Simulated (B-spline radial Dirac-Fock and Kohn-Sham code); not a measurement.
X-ray form factors of titanium in several charge states

Model: Dirac-Fock densities. Program: an atomic code on a B-spline grid.

Configurations: Ti⁵⁺ [Ne] 3s2 3p5; Ti⁶⁺ [Ne] 3s2 3p4; Ti⁸⁺ [Ne] 3s2 3p2; Ti¹⁰⁺ [Ne] 3s2; Ti¹³⁺ [He] 2s2 2p5. The first column is f₀ of Ti⁵⁺, the others are differences from it.

| s (Å⁻¹) | Ti⁵⁺ | Δ Ti⁶⁺ | Δ Ti⁸⁺ | Δ Ti¹⁰⁺ | Δ Ti¹³⁺ |
| --- | --- | --- | --- | --- | --- |
| 0 | 17.000 | -1.000 | -3.000 | -5.000 | -8.000 |
| 0.1 | 16.379 | -0.894 | -2.713 | -4.564 | -7.431 |
| 0.2 | 14.759 | -0.633 | -1.995 | -3.459 | -5.966 |
| 0.3 | 12.704 | -0.345 | -1.166 | -2.141 | -4.160 |
| 0.4 | 10.753 | -0.126 | -0.498 | -1.022 | -2.541 |
| 0.5 | 9.198 | -0.007 | -0.095 | -0.294 | -1.386 |
| 0.7 | 7.289 | +0.035 | +0.107 | +0.166 | -0.416 |
| 0.9 | 6.212 | +0.003 | +0.023 | +0.060 | -0.351 |
| 1.1 | 5.317 | -0.016 | -0.048 | -0.075 | -0.427 |
| 1.4 | 4.050 | -0.020 | -0.070 | -0.133 | -0.393 |

Values without a named source are computed, but for edge energies of neutral atoms, which are taken from tables.
